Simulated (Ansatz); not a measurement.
`CB(Cl)/N=C\Cl` + `[SiH3]N[SiH3]` → `CB(Cl)N([SiH3])[SiH3]` + `N=CCl`  (ligand exchange at a B–N bond)

Program: Ansatz. Geometries: PBE0-D4/def2-TZVP. ΔE: electronic, gas phase. CCSD(T)/CBS is the MP2 limit (def2-TZVPP, def2-QZVPP) plus CCSD(T) − MP2 in def2-TZVPP, frozen cores. This one scheme is used for every species. DFT in def2-TZVPP. One conformer a species, not always the lowest.

`CB(Cl)/N=C\Cl`:

Z-matrix (Å, degrees):
```
C
B 1 1.560
H 1 1.091 2 113.1
H 1 1.094 2 110.2 3 -121.9
H 1 1.094 2 109.5 3 121.5
Cl 2 1.773 1 120.2 3 -179.9
N 2 1.388 1 122.9 3 3.5
C 7 1.225 2 155.8 1 -90.8
Cl 8 1.753 7 124.3 2 -1.4
H 8 1.088 7 124.9 2 178.6
```

`[SiH3]N[SiH3]`:

Cartesian coordinates in Å:
```
Si -0.543 -1.445 -0.231
N -0.143 0.196 -0.585
Si 0.587 1.379 0.438
H -0.375 -1.637 1.231
H 0.330 -2.415 -0.949
H -1.947 -1.746 -0.622
H -0.308 0.487 -1.539
H 0.610 0.823 1.813
H -0.190 2.649 0.419
H 1.979 1.710 0.025
```

`CB(Cl)N([SiH3])[SiH3]`:

```xyz
15

C    -1.545   -0.171    1.688
B    -1.012   -0.444    0.245
Cl   -2.097   -1.419   -0.808
N     0.203   -0.024   -0.336
Si    0.579   -0.487   -1.997
Si    1.431    0.953    0.447
H    -2.488    0.382    1.630
H    -0.863    0.385    2.331
H    -1.787   -1.119    2.177
H     1.922    0.105   -2.251
H    -0.385    0.090   -2.961
H     0.672   -1.957   -2.149
H     2.704    0.192    0.519
H     1.006    1.327    1.814
H     1.661    2.186   -0.348
```

`N=CCl`:

```xyz
5

N     0.185   -0.942   -0.251
C     0.035    0.254    0.071
Cl    1.398    1.266    0.401
H    -0.719   -1.385   -0.407
H    -0.899    0.806    0.186
```

```json
{"level": "B2PLYP", "ΔE (kJ/mol)": "-3.6"}
{"level": "CCSD(T)/def2-TZVPP", "ΔE (kJ/mol)": "-19.4"}
```

Problem. What does CCSD(T)/CBS give? (Best estimate.)

Solution. The calculation gave: -18.8 kJ/mol. The listed levels differ from it by 15.2, -0.6 kJ/mol.

Largest T1 diagnostic among the species: 0.013.

In def2-TZVPP, CCSD(T) changes the Hartree–Fock value by −18.0 kJ/mol (the triples alone add −2.1 kJ/mol) and MP2 by −15.9 kJ/mol. From BLYP to BHLYP (50 % exact exchange), in def2-TZVPP and without D4, ΔE moves by −13.0 kJ/mol. Leaving LDA and LC-ωPBE aside and taking each functional with its dispersion term where it has one, the values, not all of them listed here, spread over 14.7 kJ/mol, from ωB97M-V to BLYP-D4. LDA lies −9.6 kJ/mol from PBE without D4.

CCSD(T)/CBS has its own doubt, a few kJ/mol and more with outer-core shells, so smaller differences from it don't rank the levels.
